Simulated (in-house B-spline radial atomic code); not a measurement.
# Ionising Li⁺ with different functionals

Computed with a radial B-spline atomic code at the basis-set limit: non-relativistic Hamiltonian, point nucleus, spin-polarised at highest spin, spherical fractional occupations for the functionals, the average over the highest-spin determinants for Hartree-Fock. The ionisation energy is the difference of two self-consistent energies, 1s2 → 1s1, without Breit or QED terms; ε is the level of the shell that loses the electron (its least bound occupied spin orbital).

| method | rung | ΔSCF (eV) | -ε(1s) (eV) |
| --- | --- | --- | --- |
| Hartree-Fock | Hartree-Fock | 74.46 | 75.98 |
| HF fractional | Hartree-Fock | 74.46 | 75.98 |
| LDA VWN5 | LDA | 74.58 | 59.60 |
| LDA PW92 | LDA | 74.56 | 59.59 |
| LDA exchange-only | LDA | 71.85 | 57.72 |
| PBE | GGA | 75.36 | 60.41 |
| PBEsol | GGA | 74.73 | 59.84 |
| BLYP | GGA | 75.84 | 60.71 |
| RPBE | GGA | 75.70 | 60.55 |
| PW91 | GGA | 75.54 | 60.60 |
| BP86 | GGA | 75.88 | 60.56 |
| AM05 | GGA | 74.83 | 59.61 |
| OLYP | GGA | 75.83 | 60.62 |
| TPSS | meta-GGA | 75.82 | 61.46 |
| SCAN | meta-GGA | 75.69 | 61.92 |
| r2SCAN | meta-GGA | 75.69 | 61.92 |
| M06-L | meta-GGA | 75.94 | 62.07 |
| revTPSS | meta-GGA | 75.88 | 61.73 |
| PBE0 | global hybrid | 75.39 | 64.48 |
| B3LYP | global hybrid | 75.97 | 64.06 |
| TPSSh | global hybrid | 75.81 | 62.99 |
| M06-2X | global hybrid | 75.89 | 68.41 |
| BHandHLYP | global hybrid | 75.79 | 68.83 |
| r2SCAN0 | global hybrid | 75.65 | 65.57 |
| B97-1 | global hybrid | 75.76 | 64.02 |
| HSE06 | range-separated hybrid | 75.42 | 64.08 |
| wB97X | range-separated hybrid | 75.78 | 66.74 |
| CAM-B3LYP | range-separated hybrid | 75.72 | 66.01 |
| LC-wPBE | range-separated hybrid | 75.51 | 66.31 |

Question: Among the functionals, which spreads more, the ΔSCF values or the orbital energies?

Answer: The orbital energies: ΔSCF values span about 4.12 eV and the orbital energies 11.10 eV.

Question: How do they compare with the NIST value?

Answer: NIST lists 75.640 eV (tabulated theory, ground level to ground level). Errors run from -3.79 to +0.33 eV; r2SCAN0 is closest (+0.01 eV), but part of that can be cancellation, since the calculations leave out relativity, Breit-QED terms. Hartree-Fock also lacks correlation.
